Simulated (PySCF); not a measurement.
# Nuclear quadrupole coupling in `C[SiH](C)/C=C/C(=O)O`

Compound: C₅H₁₀O₂Si.
Geometry (GFN2-xTB, Å), atoms numbered from 1 in this order:
```
atom  x, y, z in Å
C1    -2.1864   -1.3819    0.0296
Si2   -1.2163    0.2545   -0.0130
C3    -1.8137    1.4057    1.3798
C4     0.6063   -0.1401    0.2959
C5     1.6078    0.1296   -0.5392
C6     3.0001   -0.2155   -0.2121
O7     3.3772   -0.7551    0.7991
O8     3.8511    0.1434   -1.1904
H9    -3.2458   -1.2141   -0.1389
H10   -2.0818   -1.8783    0.9904
H11   -1.8369   -2.0701   -0.7341
H12   -1.3564    0.9090   -1.3238
H13   -1.7058    0.9365    2.3539
H14   -2.8614    1.6620    1.2538
H15   -1.2482    2.3326    1.3983
H16    0.8821   -0.6279    1.2249
H17    1.4611    0.6119   -1.4934
H18    4.7583   -0.0960   -0.9457
```

Field gradients from the PBE0/pcSseg-1 density (PySCF, non-relativistic), principal values in atomic units, ordered |Vxx| ≤ |Vyy| ≤ |Vzz|:

```json
{"atom": "O7", "Vxx": "0.6967", "Vyy": "0.8487", "Vzz": "-1.5454"}
{"atom": "O8", "Vxx": "-0.4422", "Vyy": "-1.1885", "Vzz": "1.6307"}
```

Find the asymmetry η = (Vxx − Vyy)/Vzz and the couplings χ = eQV/h (234.96 MHz × Q in barn × V in au), with Q(17O) = −0.0256 b.

```json
{"atom": "O7", "environment": "acid carbonyl oxygen", "nucleus": "17O", "η": "0.10", "χzz (MHz)": "9.30", "χxx (MHz)": "-4.19", "χyy (MHz)": "-5.11"}
{"atom": "O8", "environment": "acid hydroxyl oxygen", "nucleus": "17O", "η": "0.46", "χzz (MHz)": "-9.81", "χxx (MHz)": "2.66", "χyy (MHz)": "7.15"}
```

What is Vzz at O8 in SI units (1 au = 9.71736 × 10²¹ V/m²)?

1.6307 au = 15.846 × 10²¹ V/m².

And the gradient at the other heavy atoms, for which no coupling is worked out here?

```
atom             environment  Vzz (au)     η
  C1        Si-methyl carbon    -0.043  0.17
 Si2             SiH silicon     0.145  0.25
  C3        Si-methyl carbon    -0.043  0.17
  C4        alkene CH carbon     0.491  0.21
  C5        alkene CH carbon     0.282  0.81
  C6  carboxylic acid carbon    -0.416  0.93
```

Were the hydrogens deuterons (Q(2H) = 0.00286 b), χzz would run from 105 kHz (H12) to 293 kHz (H18).

The structure is a single GFN2-xTB conformer in the gas phase; no vibrational or solvent corrections. GFN2-xTB bond lengths can be off by several hundredths of an ångström, more for odd bonds, and the gradients follow them. The small basis limits the accuracy of the gradients.
